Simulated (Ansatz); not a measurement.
System: sum formula WO₂Cl, charge 1, multiplicity 1. 
Coordinates optimised at B3LYP-D3(BJ)/def2-TZVP (Ansatz, an electronic-structure program):
```xyz
4

W      0.1877     0.0219     0.2509
O      1.3946    -0.8143    -0.5703
O     -0.6963    -1.1812     1.0263
Cl    -1.1459     0.8435    -1.3068
```
Charge +1, spin multiplicity 1.

Quantity: vertical electron affinity (to the doublet state of charge +0; a negative value means that the extra electron is unbound and the number depends on the basis; each state is the SCF solution reached for its spin; for the singlet the Hartree-Fock reference is unstable and T1 is 0.030), in eV. Valence correlation only, unless marked. Open shells are spin-unrestricted. No spin-orbit coupling. Frozen are the shells of the preceding noble gas and the d and f shells that filled before the atom's block. In def2 rows, elements after Kr have scalar-relativistic effective core potentials. Basis-set limits of correlation are two-point, X^-3; Hartree-Fock from the larger set.

```tsv
level	program	vertical electron affinity (eV)
HF/def2-SVPD	Ansatz	9.44
r2SCAN/def2-TZVPD	Ansatz	9.01
wB97X-V/def2-TZVPD	Ansatz	9.15
wB97X/def2-TZVPD	Ansatz	9.11
RI-MP2/CBS(def2-TZVPPD,def2-QZVPPD)	Ansatz	8.46
SCS-MP2/def2-SVPD	Ansatz	8.32
```
